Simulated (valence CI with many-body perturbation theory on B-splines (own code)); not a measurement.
## Questions on Ge25+

Level of theory: relativistic CI+MBPT: five valence electrons over a frozen Dirac-Fock core [He], a basis of 9 s, 9 p, 8 d, 6 f, 3 g, 1 h functions for each j, with the one-electron correlation potential Σ1, the two-electron term Σ2, the three-electron term Σ3, Breit, model QED; selected CI, second order for the rest, scaled by the run's own slope (own B-spline code, finite nucleus).

No measured spectrum was set against this ion. As an estimate, levels of excited configurations hold to 0.05 to 0.15 % of their energy, terms of the ground configuration to about 0.5 %. Among the levels kept, up to 3900 cm⁻¹ of a level comes from second order outside the variational space, and about a tenth of that is noise between levels of different J, which matters for small intervals.

Names give the largest LS component (configuration and term), which can be under half, so a name can repeat, a term be missing and a line seem to break the LS rules; names also repeat where a configuration has a term twice.

Rates and lifetimes use the calculated energies. Strong lines usually hold to 10 to 20 %, long lifetimes can be off by a factor of two.

**Question.** What is the ground level?

**Answer.** 2s2.2p3 4S°_3/2, composition 62 % 2s2.2p3 4S° + 26 % 2s2.2p3 2P° + 11 % 2s2.2p3 2D°, g = 1.681.

**Question.** What are the static dipole polarisabilities of the lowest levels?

**Answer.** 2s2.2p3 4S°_3/2 0.00436 (tensor 0.00030); 2s2.2p3 2D°_3/2 0.00443 (tensor 0.00065); 2s2.2p3 2D°_5/2 0.00428 (tensor 0.00031); 2s2.2p3 2P°_1/2 0.00383 bohr³, of which the core gives 8.49e-06.

**Question.** What is the ionisation energy?

**Answer.** 2574.3 eV; NIST lists 2575 ± 19 eV (semi-empirical).

**Question.** How well does LS coupling describe the low levels?

**Answer.** Among the lowest 20 levels the leading LS term, summed over configurations, holds 78 % on average. For single configurations the figures are 77 % in LS and 85 % in jj coupling. Terms mix most in the J = 1/2 level at 11878 × 10³ cm⁻¹, where the leading one holds 49 %.

**Question.** Name the longest-lived excited levels whose lifetime is computed, and their main decay.

**Answer.** 2s2.2p3 2D°_5/2 at 313.65 × 10³ cm⁻¹ lives 24.3 μs, mostly by M1 to 2s2.2p3 4S°_3/2; 2s2.2p3 2D°_3/2 at 233.78 × 10³ cm⁻¹ lives 4.28 μs, mostly by M1 to 2s2.2p3 4S°_3/2; 2s2.2p3 2P°_1/2 at 426.68 × 10³ cm⁻¹ lives 2.61 μs, mostly by M1 to 2s2.2p3 4S°_3/2.

**Question.** Where does the other parity begin?

**Answer.** At 2s.2p4 4P_5/2, 1081.7 × 10³ cm⁻¹.

**Question.** Among levels below 12730 × 10³ cm⁻¹, which E1 lines absorb most strongly from the ground level?

**Answer.** to 2s2.2p2.3d 4P_3/2 at 0.7923 nm, f = 0.439; to 2s2.2p2.3d 4D_5/2 at 0.7932 nm, f = 0.367; to 2s2.2p2.3d 4F_5/2 at 0.8111 nm, f = 0.263.
